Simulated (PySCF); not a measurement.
A PySCF script (with the pyscf-properties extension) for the NMR shieldings of `O=C1C(=O)OB(C(F)(F)F)O1`, C3BF3O4, on a GFN2-xTB geometry:

```python
import basis_set_exchange as bse
import numpy as np
from pyscf import gto, dft
from pyscf.prop import nmr

atoms = """
O     2.602424    1.592850   -0.359085
C     1.721307    0.823062   -0.199183
O     0.383762    1.126392   -0.234464
B    -0.324611   -0.013307   -0.011183
C    -1.952053   -0.066462    0.051951
F    -2.456161   -1.241111   -0.355528
F    -2.400431    0.120720    1.307457
F    -2.540878    0.874886   -0.700740
O     0.470822   -1.100193    0.180410
C     1.781119   -0.704134    0.087210
O     2.720124   -1.410032    0.207192
"""
names = dict.fromkeys(["O", "C", "B", "F"], "pcSseg-1")
basis = {el: gto.basis.parse(bse.get_basis(n, elements=[el], fmt="nwchem")) for el, n in names.items()}
mol = gto.M(atom=atoms, basis=basis, charge=0, verbose=0)
mf = dft.RKS(mol, xc="PBE0")
mf.grids.level = 2
mf.grids.alignment = dft.numint.BLKSIZE   # the property module wants whole blocks of grid points
mf.conv_tol = 1e-9
mf.kernel()

calc = nmr.RKS(mf)   # GIAO
C = mf.mo_coeff
Co = C[:, mf.mo_occ > 0]
resp = mf.gen_response(singlet=True, hermi=2)
def vind(x):   # induced exchange potential for any number of trial vectors
    d = np.einsum("pi,xij,qj->xpq", C, 2 * x.reshape(-1, C.shape[1], Co.shape[1]), Co, optimize=True)
    return np.einsum("xpq,pi,qj->xij", resp(d - d.transpose(0, 2, 1)), C, Co, optimize=True).ravel()
mo1, _ = nmr.rhf.solve_mo1(calc, with_cphf=vind)
sigma = calc.kernel(mo1)
for i, s in enumerate(sigma):   # ppm
    print("%2d %-2s %9.2f" % (i, mol.atom_pure_symbol(i), np.trace(s) / 3))
```

Problem. Give the expected output.

Solution. 
```
 0 O    -174.96
 1 C      30.43
 2 O      60.69
 3 B      71.85
 4 C      57.04
 5 F     249.26
 6 F     244.27
 7 F     249.65
 8 O      60.74
 9 C      30.44
10 O    -174.81
```

These numbers come from an equivalent density-fitted implementation of the same equations, which agrees with the script to about 0.01 ppm for H and up to a few tenths of a ppm for heavy atoms, so last digits may differ.

Size and cost of the density-fitted run: 187 basis functions, 30 s wall time on 1 thread of an Arm Neoverse V1, shared host.
